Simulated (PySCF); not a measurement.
**Os³⁺ (osmium, charge +3) across methods**

[Xe] 4f14 5d5, high-spin 6S determinant. Computed with PySCF 2.14 in aug-cc-pVTZ-PP with one added diffuse shell each of s, p, d, f, g type with ECP60MDF (7s7p6d4f3g, 113 functions), with scalar relativity through the core potential.

```json
{"method": "PBE", "E (hartree)": "-88.8782", "mean ε 5p α (eV)": "-82.503", "mean ε 5p β (eV)": "-78.819", "mean ε 5d α (eV)": "-36.492", "Σ⟨r²⟩ (bohr²)": "26.53", "⟨S²⟩": "8.751"}
{"method": "M06-2X", "E (hartree)": "-88.7310", "mean ε 5p α (eV)": "-88.944", "mean ε 5p β (eV)": "-83.529", "mean ε 5d α (eV)": "-39.740", "Σ⟨r²⟩ (bohr²)": "26.46", "⟨S²⟩": "8.750"}
{"method": "PW91", "E (hartree)": "-88.9152", "mean ε 5p α (eV)": "-82.599", "mean ε 5p β (eV)": "-78.920", "mean ε 5d α (eV)": "-36.556", "Σ⟨r²⟩ (bohr²)": "26.54", "⟨S²⟩": "8.751"}
{"method": "UHF", "E (hartree)": "-88.32830", "mean ε 5p α (eV)": "-97.065", "mean ε 5p β (eV)": "-86.843", "mean ε 5d α (eV)": "-42.845", "Σ⟨r²⟩ (bohr²)": "26.31", "⟨S²⟩": "8.752"}
{"method": "PBE0", "E (hartree)": "-88.8632", "mean ε 5p α (eV)": "-86.363", "mean ε 5p β (eV)": "-81.184", "mean ε 5d α (eV)": "-38.275", "Σ⟨r²⟩ (bohr²)": "26.42", "⟨S²⟩": "8.751"}
{"method": "r2SCAN", "E (hartree)": "-88.9154", "mean ε 5p α (eV)": "-84.341", "mean ε 5p β (eV)": "-79.434", "mean ε 5d α (eV)": "-36.919", "Σ⟨r²⟩ (bohr²)": "26.32", "⟨S²⟩": "8.751"}
{"method": "LDA", "E (hartree)": "-88.6420", "mean ε 5p α (eV)": "-82.405", "mean ε 5p β (eV)": "-78.819", "mean ε 5d α (eV)": "-36.509", "Σ⟨r²⟩ (bohr²)": "26.72", "⟨S²⟩": "8.750"}
```

Task: Estimate the same row for M06-L.

Result: E (hartree) = -88.9275; mean ε 5p α (eV) = -83.675; mean ε 5p β (eV) = -79.195; mean ε 5d α (eV) = -36.480; Σ⟨r²⟩ (bohr²) = 26.06; ⟨S²⟩ = 8.751.

Energies and moments cover only the electrons outside the core potential. Spin-orbit coupling, which splits the p, d and f shells strongly at this Z, is absent.
